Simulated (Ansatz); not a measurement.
Relaxation of AsH2O (4 atoms, charge 0, multiplicity 2), to a largest force component of 0.02 eV/Å in at most 50 steps.

These are results of UKS PBE-D4/def2-SVP (Ansatz), not measurements.

```xyz
4
Properties=species:S:1:pos:R:3
O -0.230 -0.729 0.330
As 0.574 0.734 -0.331
H 0.409 -1.377 0.622
H -1.172 -0.453 0.205
```

**Question.** Where does it end, and by what steps?

**Answer.** The run converged. After 13 steps the energy has fallen by 1.287 eV; As2 moved furthest, 0.51 Å. Parted: O1–As2 (1.79 → 2.58 Å).

```tsv
step	energy less start (eV)	largest force component (eV/Å)	accepted
0	0.0000	4.270	yes
1	-0.5591	1.922	yes
2	-1.0273	0.978	yes
3	-1.1449	0.615	yes
4	-1.2248	0.390	yes
5	-1.1617	2.489	no
6	-1.2560	0.174	yes
7	-1.2670	0.127	yes
8	-1.2724	0.101	yes
9	-1.2811	0.632	yes
10	-1.2825	0.344	yes
11	-1.2867	0.070	yes
12	-1.2868	0.123	yes
13	-1.2871	0.013	yes
```

```xyz
4
Properties=species:S:1:pos:R:3
O -0.339 -1.083 0.015
As 0.793 1.195 -0.395
H 0.223 -1.319 0.780
H -1.096 -0.618 0.427
```

Whether the end is a true minimum wasn't checked by a vibrational analysis.

Run time: 57 s on 1 thread of Arm Neoverse V2, with other jobs on the host, peak memory 0.13 GiB.
